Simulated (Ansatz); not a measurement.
Two isomers of C2H5BO: A = `BC(=C)O`, B = `B1CCO1`.

Program: Ansatz. Geometries: PBE0-D4/def2-TZVP. ΔE: electronic, gas phase. CCSD(T)/CBS adds triple-zeta CCSD(T) − MP2 to the extrapolated MP2 energy (def2 sets, frozen cores). Functionals use def2-TZVPP. B3LYP here is the variant with VWN-RPA as its local correlation; programs differ in this. One conformer a species, not always the lowest.

Q: Which isomer does CCSD(T)/CBS put lower? Give the gap. (An estimate is asked.)

A: Computed: B, by 33.7 kcal/mol.

Q: Give E(B) − E(A) in kcal/mol with B3LYP, CCSD/def2-TZVPP, B2PLYP, PBE-D4, CCSD(T)/def2-TZVPP, CCSD(T)/def2-SVP, LDA (SPW92). (Estimate.)

A: Ansatz gave: B3LYP -30.6, CCSD/def2-TZVPP -34.5, B2PLYP -32.5, PBE-D4 -33.2, CCSD(T)/def2-TZVPP -34.0, CCSD(T)/def2-SVP -37.3, LDA (SPW92) -37.5. None reverses the order clearly.

Q: Does the order hold for the free energy at 298.15 K (harmonic terms from PBE0-D4)? (Best estimate.)

A: Computed: Yes: G(B) − G(A) = -30.6 kcal/mol, for one conformer each.

Largest T1 diagnostic: 0.014.

From r2SCAN to r2SCAN0 (25 % exact exchange), in def2-TZVPP and without D4, E(B) − E(A) moves by −1.8 kcal/mol. At CCSD(T), def2-SVP lies −3.6 kcal/mol from the extrapolated value and def2-TZVPP −0.4 kcal/mol.
